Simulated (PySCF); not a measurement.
Property card for `C=C(CF)[C@@H](C)CC`

C7H13F.
Atom-mapped SMILES: `[CH2:1]=[C:2]([CH2:3][F:4])[C@@H:5]([CH3:6])[CH2:7][CH3:8]` (hydrogens: H9, H10 on C1; H11, H12 on C3; H13 on C5; H14, H15, H16 on C6; H17, H18 on C7; H19, H20, H21 on C8)

Among its groups: C=C double bond and C–F bond.

**PBE0-D3(BJ)/def2-SVP geometry optimisation, gas phase (PySCF)**

* Point group: C1
* Rotational constants A, B, C: 2.445, 1.350, 1.175 GHz

wB97X-D/def2-SVPD ground state, ΔSCF and vertical TDDFT (core frozen in the response) (PySCF):

- Dipole moment: 2.16 D
- HOMO energy: -9.15 eV
- LUMO energy: 2.05 eV
- HOMO–LUMO gap: 11.20 eV
- Lowest singlet excitation: 7.24 eV (171 nm, f = 0.379)
- Strongest line among the 10 lowest singlet transitions: S1 at 7.24 eV (171 nm, f = 0.379)
- Lowest triplet excitation (Tamm–Dancoff): 4.47 eV
- Static isotropic polarisability: 86.3 au
- Vertical ionisation energy: 9.31 eV
- Electronic spatial extent ⟨r²⟩ about the centre of nuclear charge: 1167 bohr²

HF/pcSseg-1 ground state and GIAO shieldings, non-relativistic (PySCF):

- 13C chemical shifts (computed TMS as zero) by class: 154.0 (C2), 118.5 (C1), 72.5 (C3), 38.0 (C5), 26.1 (C7), 22.3 (C6), 14.0 (C8) ppm
- 1H chemical shifts (computed TMS as zero) by class: 5.62 (H9), 5.31 (H10), 4.56 (H12), 4.41 (H11), 1.75 (H13), 1.10 (H14/H15/H16), 1.05 (H18), 0.94 (H19/H20/H21), 0.77 (H17) ppm
- Isotropic shieldings of nuclei other than C and H, by class: 463 (F4) ppm

delta-SCF UKS SCAN, pcX-2 on the ionised atom, pcseg-1 elsewhere, spin-free X2C (PySCF):

* Core binding energies: C1s 289.8 (C1), C1s 290.5 (C2), C1s 290.5 (C8), C1s 290.6 (C7), C1s 290.6 (C6), C1s 290.7 (C5), C1s 293.0 (C3), F1s 692.4 (F4) eV

Monoisotopic mass (most abundant isotopes): 116.1001 u.

The principal polarisabilities are 80.3, 83.0 and 95.7 au; their mean is the isotropic value. S1 lies 3.96 eV below the HOMO–LUMO gap; its leading configuration is HOMO→LUMO, weight 0.96. The dipole matches unit charges of opposite sign 0.45 Å apart (1 e·Å = 4.8032 D). The polarisability is 12.80 Å³ as a volume (1 au = 0.148185 Å³), or 1.35 au for each of the 64 electrons. The largest Löwdin shares of the HOMO are 0.37 on C1, 0.32 on C2, 0.07 on C3 and 0.04 on C5.

One conformer (not necessarily the lowest) at the PBE0-D3(BJ)/def2-SVP geometry, without solvent or vibrations. NMR classes are plain means over equivalent atoms (diastereotopic ones count apart unless rotation or inversion swaps them), as if these changed places fast; in this geometry the members of some classes differ.

The values belong to the conformer `[CH2:1]=[C:2]([CH2:3][F:4])[C@@H:5]([CH3:6])[CH2:7][CH3:8]`: C1–C2–C3–F4 -1°, C1–C2–C5–C6 114°, C2–C5–C7–C8 57°.
